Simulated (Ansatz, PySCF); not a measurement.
Gas-phase reaction (SMILES): B=N (BNH2) [iminoborane] → B=[N-] + H+; deprotonation at the site shown.

Geometries: B3LYP-D3(BJ)/def2-TZVP minima from Ansatz (a first-principles code). Valence correlation only, unless marked. Spin-orbit coupling is left out. No relativistic terms. CBS(X,Y): correlation extrapolated as X^-3; Hartree-Fock from the larger set. Anions need diffuse functions, of which def2-TZVPD holds fewer than the aug- sets. Thermal terms are rigid-rotor harmonic-oscillator values from B3LYP-D3(BJ) frequencies (PySCF) at 298.15 K and 1 atm. 1 Eh = 627.5095 kcal/mol. The proton has no electrons: its energy is zero and its thermal terms are those of translation.

| species | E, CCSD(T)/CBS(aug-cc-pVTZ,aug-cc-pVQZ) (Ansatz) (Eh) | E, PBE0-D4/def2-TZVPD (Ansatz + dftd4) (Eh) | H - E (Eh) | G - E (Eh) |
|---|---|---|---|---|
| B=N (BNH2) | -80.69377 | -80.72918 | 0.02914 | 0.00530 |
| B=[N-] | -80.08613 | -80.11747 | 0.01685 | -0.00617 |
| H+ | 0.00000 | 0.00000 | 0.00236 | -0.01000 |

Work out ΔE and ΔH, ΔG, ΔS and the equilibrium constant at 298.15 K at the first level, then ΔH at the second.


1. ΔE = [(-80.08613) + (0.00000)] - [(-80.69377)] = 0.60764 Eh = 381.3 kcal/mol at CCSD(T)/CBS(aug-cc-pVTZ,aug-cc-pVQZ).
2. The terms H - E add up to -0.00993 Eh, so ΔH = (0.60764 + (-0.00993))×627.5095 = 375.1 kcal/mol.
3. The terms G - E add up to -0.02147 Eh, so ΔG = 367.8 kcal/mol, and ΔS = (-0.00993 - (-0.02147))×627509.5/298.15 = 24.3 cal/(mol K).
4. log10 K = -ΔG/(RT ln 10) = -269.6, with RT ln 10 = 1.3642 kcal/mol.
5. At PBE0-D4/def2-TZVPD the same steps give ΔE = 383.9 and ΔH = 377.6 kcal/mol, a shift of +2.5 from the first level.
6. These values are not checked against measurement here, since the tables used lack a sound gas-phase enthalpy of formation for at least one species, or one in the same ion convention.
